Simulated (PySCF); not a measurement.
C4H10Te, SMILES CC(C)(C)[TeH].

Geometry: PBE-D3(BJ)/def2-SVP. The def2 effective core potentials stand for the cores of Te; spin–orbit coupling is left out.

Calculation: TDA-PBE/def2-SVPD (PySCF 2.14.0).

Vertical excitations.  State labels are in the subgroup Cs.

| state | symmetry | energy (eV) | λ (nm) | f | main pairs |
|---|---|---|---|---|---|
| S1 | A" | 3.48 | 357 | 0.001 | HOMO→LUMO 99 % |
| S2 | A" | 4.38 | 283 | 0.030 | HOMO→LUMO+1 96 % |
| S3 | A" | 5.10 | 243 | 0.015 | HOMO→LUMO+2 93 % |
| S4 | A" | 5.38 | 231 | 0.000 | HOMO→LUMO+3 98 % |
| S5 | A' | 5.62 | 221 | 0.043 | HOMO→LUMO+4 55 %, HOMO−1→LUMO 35 % |
| S6 | A' | 5.78 | 215 | 0.002 | HOMO→LUMO+4 42 %, HOMO−1→LUMO 31 %, HOMO−1→LUMO+1 23 % |
| S7 | A" | 5.93 | 209 | 0.135 | HOMO→LUMO+5 89 % |
| S8 | A' | 6.26 | 198 | 0.045 | HOMO→LUMO+6 96 % |
| S9 | A" | 6.30 | 197 | 0.007 | HOMO→LUMO+7 96 % |
| S10 | A" | 6.41 | 193 | 0.002 | HOMO→LUMO+8 99 % |
| T1 | A" | 3.00 | 414 | 0 | HOMO→LUMO 100 % |
| T2 | A" | 3.95 | 314 | 0 | HOMO→LUMO+1 99 % |
| T3 | A' | 4.55 | 273 | 0 | HOMO−1→LUMO 97 % |
| T4 | A" | 4.88 | 254 | 0 | HOMO→LUMO+2 95 % |
Triplets are in the Tamm–Dancoff approximation.
